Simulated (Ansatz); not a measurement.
Breaking a bond: SLi (cation, charge +1), lowest triplet found (which spin is the ground state isn't settled by this scan).

Method: full CI/aug-cc-pVDZ, frozen core (Ansatz, a program for electronic structure).

Task: Relative to R = 2.61 Å, what are the energies at R = 2.27, 2.76, 2.95, 4.61 Å?

Result: 3.0 kcal/mol at 2.27 Å, 0.7 kcal/mol at 2.76 Å, 2.3 kcal/mol at 2.95 Å, 13.9 kcal/mol at 4.61 Å.
